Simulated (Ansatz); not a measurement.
Cost and result up the ladder for the cluster Ta₂O₆H₂ (10 atoms). Charge 0, multiplicity 1. Geometry: PBE-D4/def2-SVP.

```xyz
10

Ta    0.190    0.353   -0.439
Ta    0.905   -1.801    2.488
O     1.014   -0.689    0.977
O    -0.988    1.698    0.709
O    -0.139   -0.869   -1.842
O    -0.772   -2.092    2.705
O     0.236    2.282    0.063
O    -1.680    1.075   -0.435
H     1.487    1.033   -1.427
H    -0.254   -0.989   -2.799
```

Ansatz on 4 threads of Arm Neoverse V1 on a shared host. Times are rough, and most runs start from the orbitals of an earlier one. No level here is sound enough to serve as a yardstick. Binding counts from free atoms at the same level (Ta quartet, O triplet, H doublet; other spins of the atoms weren't run), without zero-point energy or a counterpoise term.

In the def2 sets Ta takes a core potential; there is no spin–orbit coupling. B3LYP takes the VWN-RPA correlation. HSE06 is defined as in plane-wave codes, on full-range PBE exchange. The structure holds 2 bonds between oxygen atoms, so isomers without such links may lie far lower. No other spin state of charge 0 was run. Another isomer (singlet) lies 6.37 eV lower at PBE0-D4/def2-TZVP; other spin states weren't run for this one.

Run but left out: CCSD(T)/def2-SVP (restricted singlet, unstable towards broken spin symmetry).

| level | functions | wall time | binding energy per atom (eV) | remarks |
| --- | --- | --- | --- | --- |
| PBE-D4/def2-TZVP (with forces) | 278 | 5 s | 4.69 | restricted SCF unstable in HF |
| PBE0-D4/def2-TZVP | 278 | 7 s | 4.30 | restricted SCF unstable in HF |
| HSE06-D4/def2-TZVP | 278 | 7 s | 4.30 | restricted SCF unstable in HF |
| B3LYP-D4/def2-TZVP | 278 | 7 s | 4.32 | restricted SCF unstable in HF |
| r2SCAN-D4/def2-TZVP | 278 | 8 s | 4.45 | restricted SCF unstable in HF |
